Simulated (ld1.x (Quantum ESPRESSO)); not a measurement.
# Configuration tests for Er (TM)

ld1.x (Quantum ESPRESSO) 7.5 input, shortened:

```
&input
   title='Er', zed=68., rel=1, dft='PBESOL', iswitch=3,
   config='[Xe] 4f12 5d0 6s1 6p0'
 /
 &inputp
   pseudotype=2, tm=.true., lloc=-2, rcloc=2.14,
   nlcc=.false.
 /
4
5S  1  0   2.00   0.00  1.75  1.75  0.0
5P  2  1   6.00   0.00  1.80  1.80  0.0
5D  3  2   0.00   0.00  3.55  3.55  0.0
4F  4  3  12.00   0.00  1.00  1.00  0.0
 &test
   configts(1)='4f12 5s2 5p6 5d0 6s1 6p0'
 /
```

Occupied shells without a wave of their own: 6s. They enter only through the test configuration that unscreens the potential.

Energies are relative to the spin-unpolarised reference configuration 4f12 5s2 5p6 5d0 6s1 6p0; without spin polarisation the order of configurations can differ from experiment. Not all tests gave a result: 1 of 7 tests not solved or not reliable. Left out of the table: 4f12 5s2 5p6 5d0 6s2 6p0 (solver errors, printed error -5150 eV).

```tsv
valence configuration	charge	ΔE all-electron (eV)	error AE − PS (meV)
4f12 5s2 5p6 5d0 6s0 6p0	+2	11.838	-652
4f11 5s2 5p6 5d0 6s0 6p0	+3	38.094	-1427
4f12 5s1 5p6 5d0 6s2 6p0	+1	51.532	+692
4f12 5s2 5p6 5d1 6s1 6p0	0	-3.444	+10
4f12 5s2 5p5 5d0 6s2 6p0	+1	25.456	+612
```

(1) What are ΔE and the potential's error for 4f12 5s2 5p6 5d0.5 6s1.5 6p0?

Levels in the configuration 4f12 5s2 5p6 5d0 6s0 6p0:

```
level  all-electron (eV)  pseudo (eV)
   4f            -17.465      -17.942
   5s            -66.366      -66.763
   5p            -40.805      -41.167
```

The potential misses its own reference levels by up to 0.5 eV.

Answers

(1) ΔE = -4.926 eV all-electron; the error (AE − PS) is +174 meV.

ld1.x printed “convergence not achieved” for 6 of the counted tests; their residual had stalled under 1e-8, short of the target of 1e-14. The 6s level has no wave, so the channel is fitted at the deeper level alone: the likely source of the large errors.
